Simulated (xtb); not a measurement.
C2H3O2, doublet, from a rough starting geometry; GFN2-xTB in xtb 6.7.1.

The xtb input:
```
$ xtb mol.xyz --gfn 2 --uhf 1 --opt vtight --json

# file mol.xyz
7

C     -1.15828659    -0.23179312    -0.16836392
O      0.10778834    -0.70135010     0.11238641
C      1.12420122     0.13963269     0.27497046
O      1.10130779     1.31722716     0.09686134
H     -1.26489530     0.80020005    -0.34889974
H     -1.94136293    -0.94260127    -0.34305822
H      1.99897429    -0.43463554     0.53081286
```

What the program printed (banner, timings and long lists left out):

```
   ID    Z sym.   atoms
    1    6 C      1, 3
    2    8 O      2, 4
    3    1 H      5-7

           -------------------------------------------------
          |                Calculation Setup                |
           -------------------------------------------------

           -------------------------------------------------
          |                 G F N 2 - x T B                 |
           -------------------------------------------------

          ...................................................
          :                      SETUP                      :
          :.................................................:
          :  # basis functions                  19          :
          :  # atomic orbitals                  19          :
          :  # shells                           11          :
          :  # electrons                        23          :
          :  max. iterations                   250          :
          :  Hamiltonian                  GFN2-xTB          :
          :  restarted?                      false          :
          :  GBSA solvation                  false          :
          :  PC potential                    false          :
          :  electronic temp.          300.0000000     K    :
          :  accuracy                    1.0000000          :
          :  -> integral cutoff          0.2500000E+02      :
          :  -> integral neglect         0.1000000E-07      :
          :  -> SCF convergence          0.1000000E-05 Eh   :
          :  -> wf. convergence          0.1000000E-03 e    :
          :  Broyden damping             0.4000000          :
          :  net charge                          0          :
          :  unpaired electrons                  1          :
          ...................................................

 iter      E             dE          RMSdq      gap      omega  full diag
   1    -13.9468763 -0.139469E+02  0.567E+00    3.44       0.0  T
   2    -13.9748197 -0.279434E-01  0.306E+00    2.94       1.0  T
   3    -13.9754514 -0.631676E-03  0.164E+00    3.27       1.0  T
   4    -13.9777560 -0.230457E-02  0.184E-01    2.96       1.0  T
   5    -13.9779014 -0.145482E-03  0.792E-02    3.05       1.0  T
   6    -13.9779061 -0.461823E-05  0.316E-02    3.04       1.2  T
   7    -13.9779067 -0.640441E-06  0.128E-02    3.04       3.0  T
   8    -13.9779075 -0.767837E-06  0.178E-03    3.04      21.3  T
   9    -13.9779075 -0.118309E-09  0.809E-04    3.04      46.7  T
[...]
         :: total energy             -13.852513066168 Eh    ::
 * total energy  :   -13.8525131 Eh     change       -0.2344382E-09 Eh
 * total energy  :   -13.8543760 Eh     change       -0.1862887E-02 Eh
 * total energy  :   -13.8544403 Eh     change       -0.6439429E-04 Eh
 * total energy  :   -13.8552575 Eh     change       -0.8171836E-03 Eh
 * total energy  :   -13.8552751 Eh     change       -0.1759994E-04 Eh
 * total energy  :   -13.8552820 Eh     change       -0.6833621E-05 Eh
 * total energy  :   -13.8552824 Eh     change       -0.3984984E-06 Eh
 * total energy  :   -13.8552824 Eh     change       -0.7140237E-07 Eh
   *** GEOMETRY OPTIMIZATION CONVERGED AFTER 8 ITERATIONS ***
         :: total energy             -13.855282434672 Eh    ::
[...]

     #   Z          covCN         q      C6AA      α(0)
     1   6 C        2.750     0.020    27.544     8.594
     2   8 O        1.708    -0.160    16.716     5.520
     3   6 C        2.676     0.308    21.763     7.634
     4   8 O        0.856    -0.366    21.011     6.146
     5   1 H        0.926     0.082     1.960     2.189
     6   1 H        0.927     0.081     1.971     2.195
     7   1 H        0.924     0.035     2.515     2.480

 Mol. C6AA /au·bohr⁶  :        523.830537
 Mol. C8AA /au·bohr⁸  :      11478.507573
 Mol. α(0) /au        :         34.758036

Wiberg/Mayer (AO) data.
largest (>0.10) Wiberg bond orders for each atom

 ---------------------------------------------------------------------------
     #   Z sym  total        # sym  WBO       # sym  WBO       # sym  WBO
 ---------------------------------------------------------------------------
     1   6 C    3.378 --     2 O    1.220     6 H    0.974     5 H    0.970
                             3 C    0.106
     2   8 O    2.493 --     1 C    1.220     3 C    1.100     4 O    0.150
     3   6 C    3.916 --     4 O    1.770     2 O    1.100     7 H    0.923
                             1 C    0.106
     4   8 O    2.065 --     3 C    1.770     2 O    0.150
     5   1 H    0.993 --     1 C    0.970
     6   1 H    0.993 --     1 C    0.974
     7   1 H    0.999 --     3 C    0.923
 ---------------------------------------------------------------------------

Topologies differ in total number of bonds
Writing topology from bond orders to xtbtopo.mol

molecular dipole:
                 x           y           z       tot (Debye)
 q only:       -0.516      -0.683      -0.040
   full:       -0.477      -0.839      -0.013       2.453
molecular quadrupole (traceless):
                xx          xy          yy          xz          yz          zz
 q only:        2.909      -2.332      -3.115       0.894      -0.221       0.206
  q+dip:        2.904      -3.220      -3.430       0.928      -0.363       0.526
   full:        2.838      -3.159      -4.287       0.679      -0.139       1.449

optimized geometry written to: xtbopt.xyz

           -------------------------------------------------
          | TOTAL ENERGY              -13.855282434672 Eh   |
          | GRADIENT NORM               0.000101926540 Eh/α |
          | HOMO-LUMO GAP               2.854850102014 eV   |
           -------------------------------------------------

normal termination of xtb
```
